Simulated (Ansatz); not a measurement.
## Computed against measured: atomisation enthalpy at 298 K

6 molecules with halogens; the atomisation enthalpy at 298 K in kJ/mol, computed less measured. Shapes, held fixed at every level: PBE0-D4/def2-TZVP. Flexible molecules stand in one conformer, not always the lowest. Thermal terms are harmonic and unscaled (PBE/def2-SVP, PBE0-D4/def2-TZVP); the spin-orbit lowering of the free atoms is taken from their spectra. Programs: Ansatz 0.2.0. Measured values: Active Thermochemical Tables, CRC Handbook of Chemistry and Physics, NIST-JANAF tables.

Levels: A = PBE-D4/def2-TZVPP; B = B3LYP-D4/def2-TZVPP; C = wB97X-V/def2-TZVPP.

```csv
molecule,from tabulated heats,A,B,C
BBr2F (dibromofluoroborane),1388,+55,-24,-11
InBr3 (indium tribromide),861,-28,-80,-32
CBr2ClF (dibromochlorofluoromethane),1329,+100,-41,-11
SiH2F2 (SMILES F[SiH2]F),1836,-36,-41,-23
"C2Cl4F2 (1,1,1,2-tetrachloro-2,2-difluoroethane)",2568,+224,-15,+58
C3H7I (1-iodopropane),3813,+71,-1,-2
```

Problem. Which level does best on this set, which worst, and which err to one side?

Solution. 
```
              level                    kind  mean error  mean absolute error  worst case
  PBE-D4/def2-TZVPP                     GGA       +64.3                 85.7     C2Cl4F2
B3LYP-D4/def2-TZVPP           global hybrid       -33.7                 33.7       InBr3
 wB97X-V/def2-TZVPP  range-separated hybrid        -3.5                 22.8     C2Cl4F2
```

On this set wB97X-V/def2-TZVPP has the smallest mean absolute error and PBE-D4/def2-TZVPP the largest. PBE-D4/def2-TZVPP is too high in 4 of 6; B3LYP-D4/def2-TZVPP is too low in 6 of 6; wB97X-V/def2-TZVPP is too low in 5 of 6. The heats of InBr3, C3H7I come from older tables and can be uncertain by 10 kJ/mol or more. The molecules' own spin-orbit binding is left out, so errors for heavy halides read too negative. The tabulated values of BBr2F, SiH2F2, C2Cl4F2 are in doubt (older tables, estimates, or at odds with other calculations) and kept here. Over the 3 molecules whose values aren't doubted the mean absolute errors are A 66.3; B 40.7; C 15.0. For atoms past krypton def2 sets carry core potentials with scalar relativity. Relativity is left out for Br. The set is small.
